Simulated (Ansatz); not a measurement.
Frontier orbitals of GeH7NSn, SMILES `[NH2][GeH2][SnH3]`.

```xyz
10

N    -1.188    1.193    0.947
Ge   -0.910   -0.057   -0.388
Sn    1.630   -0.603   -0.382
H    -0.950    0.857    1.870
H    -2.136    1.545    0.977
H    -1.352    0.616   -1.699
H    -1.747   -1.353   -0.220
H     2.142   -0.951    1.212
H     2.543    0.717   -0.961
H     1.968   -1.965   -1.355
```

Total charge 0; spin multiplicity 1. Correlated methods include outer-core shells of Ge, Sn, which these sets cover unevenly. Scalar relativity is left out up to krypton. Sn takes the def2 core potential. The geometry is a stationary point of PBE0-D4/def2-TZVP. It is one conformer, not always the lowest. Basis def2-TZVPP, Ansatz 0.2.0.

| functional | HOMO (eV) | LUMO (eV) | gap (eV) |
| --- | --- | --- | --- |
| PBE | -5.90 | -0.94 | 4.96 |
| BLYP | -5.79 | -0.87 | 4.92 |
| PBE0 | -7.26 | -0.17 | 7.09 |
| HSE06 (plane-wave form) | -6.86 | -0.54 | 6.32 |
| BHLYP | -8.43 | 0.56 | 8.99 |
| ωB97M-V | -9.45 | 1.38 | 10.83 |
| HF | -10.04 | 2.49 | 12.53 |

From PBE to PBE0 the HOMO moves by −1.36 eV and the LUMO by +0.77 eV, and with ωB97M-V by −3.55 and +2.31 eV, so the gap grows from 4.97 to 10.83 eV with exact exchange. A positive LUMO is unbound and depends on the basis.
